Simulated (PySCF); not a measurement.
C10H8S2, SMILES C(=Cc1cccs1)c1cccs1 (GFN2-xTB optimised geometry):

```
20

C      0.669     0.025     0.000
C     -0.677    -0.031     0.000
C     -1.540     1.104     0.000
C     -2.914     1.104     0.000
C     -3.472     2.395     0.000
C     -2.529     3.374     0.000
S     -0.933     2.739     0.000
C      1.535    -1.109     0.000
C      2.908    -1.104     0.000
C      3.471    -2.392     0.000
C      2.531    -3.374     0.000
S      0.933    -2.746     0.000
H      1.163     0.988     0.000
H     -1.172    -0.994     0.000
H     -3.496     0.200     0.000
H     -4.530     2.589     0.000
H     -2.669     4.436     0.000
H      3.487    -0.197     0.000
H      4.530    -2.583     0.000
H      2.676    -4.436     0.000
```

Calculation: B3LYP/def2-SVP (PySCF).

What are the frontier orbital energies and the dipole moment?

HOMO-2 -7.01 eV, HOMO-1 -7.00 eV, HOMO -5.36 eV, LUMO -1.76 eV, LUMO+1 -0.05 eV; dipole moment 0.00 D.

Meta-Löwdin charges at B3LYP/def2-SVP: C1 -0.11, C2 -0.11, C3 -0.09, C4 -0.14, C5 -0.13, C6 -0.23, S7 0.24, C8 -0.09, C9 -0.14, C10 -0.13, C11 -0.23, S12 0.24, H13 0.10, H14 0.10, H15 0.11, H16 0.11, H17 0.12, H18 0.11, H19 0.11, H20 0.12.
